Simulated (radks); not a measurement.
Results of a calculation; reference values are marked as such.
Numerical settings for the potassium ion K3+, [Ne] 3s2 3p4. Code: a radial shooting solver on a logarithmic mesh with Libxc functionals. Model: Dirac Kohn-Sham, LDA (Slater exchange, Perdew-Wang correlation), spin-unpolarised, spherical densities, finite nucleus; open shells are shared between the two j in proportion to 2j + 1; Fermi nuclear charge, rms radius 3.4349 fm. The defaults (mesh step 0.008 in ln r, mesh end at 40 bohr or more with all orbitals vanishing there, Anderson mixing 0.5 over 9 steps, residual threshold near 1e-9 with the energy settled to 1e-9 hartree or 1e-11 of itself, here a cap of 61 iterations) give E = -597.4972 hartree and 3p3/2 at -54.725 eV in 13 iterations. Run on one thread of a shared host, so times are rough (Arm Neoverse N1): 0.08 s of CPU time, 0.08 s wall, 13 iterations on 2189 mesh points. Changes against that run (0 stands for a change within the tolerance of the run):

mesh step in ln r 0.03: iterations 13; converged yes; E (mhartree) 0; e(3p3/2) (meV) 0; CPU (s) 0.03
mesh step in ln r 0.003: iterations 13; converged yes; E (mhartree) 0; e(3p3/2) (meV) 0; CPU (s) 0.18
mesh step in ln r 0.08: iterations 61; converged no; E (mhartree) -2.74e+03; CPU (s) 0.25
mesh end (bohr) 5: iterations 13; converged yes; E (mhartree) +0.172; e(3p3/2) (meV) +6.96; CPU (s) 0.07
mesh end (bohr) 400: iterations 13; converged yes; E (mhartree) 0; e(3p3/2) (meV) 0; CPU (s) 0.08
residual threshold 0.001: iterations 8; converged yes; E (mhartree) 0; e(3p3/2) (meV) -0.116; CPU (s) 0.06
residual threshold 0.1: iterations 8; converged yes; E (mhartree) 0; e(3p3/2) (meV) -0.116; CPU (s) 0.06
mixing 0.05: iterations 17; converged yes; E (mhartree) 0; e(3p3/2) (meV) 0; CPU (s) 0.1
linear mixing, mixing 0.5: iterations 30; converged yes; E (mhartree) 0; e(3p3/2) (meV) 0; CPU (s) 0.14
linear mixing, mixing 0.2: iterations 61; converged no; E (mhartree) 0; e(3p3/2) (meV) -0.0119; CPU (s) 0.25
mixing history 2: iterations 20; converged yes; E (mhartree) 0; e(3p3/2) (meV) 0; CPU (s) 0.1
iteration cap 2: iterations 2; converged no; E (mhartree) +583; e(3p3/2) (meV) -2.19e+04; CPU (s) 0.01

No run marked as converged misses the energy by more than 1 mhartree. A mesh that ends early acts as a hard wall.
